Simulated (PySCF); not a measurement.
```xyz
3
charge 0 multiplicity 1, angstrom
Ca    1.9589    0.0000    1.1310
Ca    0.0000    0.0000   -2.2620
Ca   -1.9589    0.0000    1.1310
```

All numbers come from PBE0/[Ca def2-TZVP], no relativity, density fitting, PySCF.

This geometry of Ca3 is a stationary point at this level.

(1) What is the point group?

(2) Is it a minimum?

(3) List the harmonic modes with their infrared intensities.

(4) What are the dipole moment and the gap between the highest occupied and lowest empty levels?

(5) Give the ideal-gas entropy at 298.15 K and 1 bar by parts.

## Answers

(1) D3h.

(2) Yes: all harmonic wavenumbers are real.

(3) 
| symmetry | ω (cm⁻¹) | IR (km/mol, summed over degenerate members) |
| --- | --- | --- |
| e' | 102 | 0.8 |
| a1' | 116 | 0.0 |

(4) 0.00 D and 1.96 eV.

(5) translation 168.6, rotation 107.9, vibration 41.8, spin 0.0; total 318.3 J/(mol K).

Only a few start shapes were tried, so a lower isomer may exist.
